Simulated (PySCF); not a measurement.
Compound: C6H12SSi2.
SMILES with atom numbers: `[SiH3:1][CH2:2][CH2:3][SiH2:4][c:5]1[cH:6][cH:7][cH:8][s:9]1` (hydrogens: H10, H11, H12 on Si1; H13, H14 on C2; H15, H16 on C3; H17, H18 on Si4; H19 on C6; H20 on C7; H21 on C8)

A linear-response calculation (PySCF, def2-SVPD basis, gas phase, vertical, core orbitals frozen in the response) gave these numbers; the functional is withheld.

Orbital energies (eV): HOMO-3 -10.74, HOMO-2 -9.43, HOMO-1 -8.59, HOMO -8.15, LUMO 0.23, LUMO+1 1.00, LUMO+2 1.25.

| state | E (eV) | f | main configurations (H = HOMO, L = LUMO) |
| --- | --- | --- | --- |
| S1 | 5.51 | 0.216 | H→L (89%) |
| S2 | 5.73 | 0.099 | H-1→L (82%) |
| S3 | 6.37 | 0.0039 | H→L+3 (36%), H→L+2 (33%), H→L+1 (9%) |
| S4 | 6.45 | 0.0010 | H-1→L+3 (34%), H-1→L+2 (33%) |
| S5 | 6.67 | 0.0005 | H→L+2 (48%), H→L+1 (23%), H→L+3 (16%) |
| S6 | 6.90 | 0.013 | H→L+1 (31%), H→L+5 (21%), H→L+3 (10%) |

Triplets, Tamm–Dancoff:

```
state  E (eV)  λ (nm)  main configurations (H = HOMO, L = LUMO)
   T1    3.64   340.3                                 H→L (88%)
   T2    4.41   281.0                               H-1→L (93%)
   T3    5.80   213.7                 H→L+7 (50%), H→L+11 (16%)
   T4    6.11   202.8   H→L+3 (21%), H→L+2 (16%), H-1→L+3 (16%)
```

Vertical ionisation energy by ΔSCF with the same functional: 8.70 eV. Mean static polarisability: 144.0 au.

Question: Which of these was used?
A. CAM-B3LYP
B. PBE
C. PBE0
D. HF

Answer: A. CAM-B3LYP is range-separated, 19% exact exchange at short range and 65% at long range (ω = 0.33 bohr⁻¹). In this run −ε(HOMO) = 8.15 eV differs from the ΔSCF value by -0.55 eV, and S1 differs from the orbital gap of 8.38 eV by -2.87 eV. The ratio −ε(HOMO)/IP is 0.94. Small neutral molecules mostly give 0.85 to 0.93 with CAM-B3LYP, 0.5 to 0.7 with PBE, 0.7 to 0.83 with PBE0; with Hartree–Fock the ratio is 1 or more (Koopmans' value less the relaxation energy is the ΔSCF value). The other options: PBE, a GGA without exact exchange; HF, time-dependent Hartree–Fock, 100% exact exchange; PBE0, a global hybrid with 25% exact exchange.

Theory: TDDFT CAM-B3LYP/def2-SVPD, vertical, gas phase, core orbitals frozen in the response in PySCF 2.14.0, density-fitted response routines. Isolated species at its PBE0-D3(BJ)/def2-SVP geometry (one conformer only).

Hardware: one thread, Arm Neoverse N1 (aarch64), no GPU, on a shared host. Cost: 11 min of wall time, 1.7 GiB resident at most.

Conformer computed: `[SiH3:1][CH2:2][CH2:3][SiH2:4][c:5]1[cH:6][cH:7][cH:8][s:9]1`: Si1–C2–C3–Si4 180°, C2–C3–Si4–C5 179°, C3–Si4–C5–C6 106°.
